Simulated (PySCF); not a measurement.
## Electronic structure of Al⁺ (aluminium, charge +1) at the UHF level

Configuration: [Ne] 3s1 3p1, 3s spin antiparallel (an excited configuration). All numbers are calculated (PySCF 2.14, scalar relativity by spin-free X2C-1e, in x2c-TZVPPall (5s5p3d1f, 42 functions)).

* Total energy: -241.898481 hartree
* One-electron energy: -332.4863 hartree
* Hartree (Coulomb) energy: 108.5000 hartree
* Exchange energy: -17.9122 hartree
* ⟨S²⟩: 1.0000
* ⟨L²⟩: 2.017
* Sum of ⟨r⟩: 10.48 bohr
* Sum of ⟨r²⟩: 20.99 bohr²
* Traceless quadrupole moment −½Σ⟨3z² − r²⟩ along its main axis: -4.06 e·bohr²
* Langevin diamagnetic susceptibility: -16.6 ×10⁻⁶ cm³/mol

```tsv
shell	electrons	mean orbital energy (eV)	spread (eV)	rms radius, mean of both spins (bohr)
1s β	1	-1605.6	0	0.139
1s α	1	-1605.4	0	0.139
2s β	1	-144.48	0	0.676
2s α	1	-143.97	0	0.676
2p α	3	-97.800	0.296	0.673
2p β	3	-97.794	0.286	0.673
3s β	1	-19.018	0	2.53
3p α	1	-12.078	0	3.31
```

With the s spin flipped the determinant is a mixture of two multiplicities, not a spectroscopic state.

Densities and radii are taken from the X2C orbitals without a picture-change correction, which distorts them close to the nucleus.

Spin-orbit constants ζ (cm⁻¹) from the X2C one-electron operator on these orbitals: bare nucleus, nucleus screened by l(l+1)(2l+1)/3 electrons, and screened by the Breit-Pauli mean field of the electrons.

```csv
shell,bare,screened nucleus,mean field
2p,2678,2266,2080
3p,109.5,92.64,83.24
```
